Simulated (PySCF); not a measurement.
SCF from a fresh guess for quartet TcSF₂, at the B3LYP minimum. PySCF input:

```python
from pyscf import gto, scf, dft
mol = gto.M(atom='''
Tc    -0.000000    -0.000000    -0.236785
S     -0.000000     0.000000     1.859820
F      1.709045    -0.000000    -0.952157
F     -1.709045     0.000000    -0.952157''',
    basis={'Tc': 'def2-SVP', 'S': 'def2-SVP', 'F': 'def2-SVP'},
    ecp={'Tc': 'def2-SVP'},
    charge=0, spin=3)
mf = dft.UKS(mol, xc='B3LYP')
mf.grids.atom_grid = (50, 194)
aux = {'Tc': 'def2-universal-JKFIT', 'S': 'def2-universal-JKFIT', 'F': 'def2-universal-JKFIT'}
mf = mf.density_fit(auxbasis=aux)
mf.conv_tol = 1e-08
mf.diis_space = 10
mf.max_cycle = 60
mf.init_guess = 'minao'
mf.verbose = 4
mf.kernel()
```

Excerpt of the output (cycles alone):

```
init E= -670.024278198858
cycle= 1 E= -678.33833021102  delta_E= -8.31  |g|= 0.659  |ddm|= 2.32
cycle= 2 E= -677.21445793446  delta_E= 1.12  |g|= 1.87  |ddm|= 1.55
cycle= 3 E= -678.480289988704  delta_E= -1.27  |g|= 0.211  |ddm|=  1.2
cycle= 4 E= -678.468139614664  delta_E= 0.0122  |g|= 0.252  |ddm|= 0.405
cycle= 5 E= -678.498043134313  delta_E= -0.0299  |g|= 0.101  |ddm|= 0.31
cycle= 6 E= -678.503768566502  delta_E= -0.00573  |g|= 0.00904  |ddm|= 0.0928
cycle= 7 E= -678.503874657761  delta_E= -0.000106  |g|= 0.0034  |ddm|= 0.0212
cycle= 8 E= -678.503909583582  delta_E= -3.49e-05  |g|= 0.00173  |ddm|= 0.0131
cycle= 9 E= -678.503925807593  delta_E= -1.62e-05  |g|= 0.000559  |ddm|= 0.0134
cycle= 10 E= -678.503927470749  delta_E= -1.66e-06  |g|= 0.000199  |ddm|= 0.00431
cycle= 11 E= -678.503927673801  delta_E= -2.03e-07  |g|= 9.61e-05  |ddm|= 0.00148
cycle= 12 E= -678.503927699465  delta_E= -2.57e-08  |g|= 3.44e-05  |ddm|= 0.000549
cycle= 13 E= -678.503927701084  delta_E= -1.62e-09  |g|= 3.89e-06  |ddm|= 0.000132
Extra cycle  E= -678.503927701054  delta_E= 2.99e-11  |g|= 1.01e-05  |ddm|= 1.24e-05
converged SCF energy = -678.503927701054  <S^2> = 3.7784465  2S+1 = 4.0141981
```

No lower solution of this spin was found from smeared starts or by a stability analysis within the unrestricted form.

Other spin states or occupations of the open shell can lie lower.

The search for the lowest solution, 3 starts and the stability check together, took 21 s on 2 threads of a shared Arm Neoverse N1 host, with 77 basis functions; the process peaked at 0.41 GiB.
